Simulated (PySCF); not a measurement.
Dipole response of Pd(3+) (palladium, charge +3)

[Kr] 4d7, high-spin 4F determinant. Calculation: PySCF 2.14, in x2c-TZVPPall with one added diffuse shell each of s, p, d, f type (9s7p7d3f1g, 95 functions); the spin-free X2C one-electron Hamiltonian (Gaussian nucleus). Coupled (time-dependent) response in atomic units; α is the mean over directions.

```tsv
method	mean α (bohr³)	C₆ (like pair)	S(−4)
MN15	4.281	19.06	3.533
PBEsol	4.385	19.90	3.784
```

S(−4) is the Cauchy moment in α(ω) = α(0) + S(−4) ω² + …

Spin-orbit coupling is absent.

α(iu) at PBEsol:

```json
{"u (hartree)": "0", "α(iu) (bohr³)": "4.385"}
{"u (hartree)": "0.0500", "α(iu) (bohr³)": "4.375"}
{"u (hartree)": "0.100", "α(iu) (bohr³)": "4.347"}
{"u (hartree)": "0.200", "α(iu) (bohr³)": "4.242"}
{"u (hartree)": "0.300", "α(iu) (bohr³)": "4.084"}
{"u (hartree)": "0.500", "α(iu) (bohr³)": "3.689"}
{"u (hartree)": "0.750", "α(iu) (bohr³)": "3.178"}
{"u (hartree)": "1.00", "α(iu) (bohr³)": "2.726"}
{"u (hartree)": "1.50", "α(iu) (bohr³)": "2.027"}
{"u (hartree)": "2.00", "α(iu) (bohr³)": "1.542"}
{"u (hartree)": "3.00", "α(iu) (bohr³)": "0.9501"}
{"u (hartree)": "5.00", "α(iu) (bohr³)": "0.4465"}
```

A single London oscillator, α(iu) = α/(1 + u²/ω²), gives C₆ = (3/4) ω α². Matching the computed C₆ needs ω = 4 × 19.90 / (3 × 4.385²) = 1.38 hartree.

For an ion, C₆ is the dispersion term alone; charge-induced terms of lower order in 1/R come first.
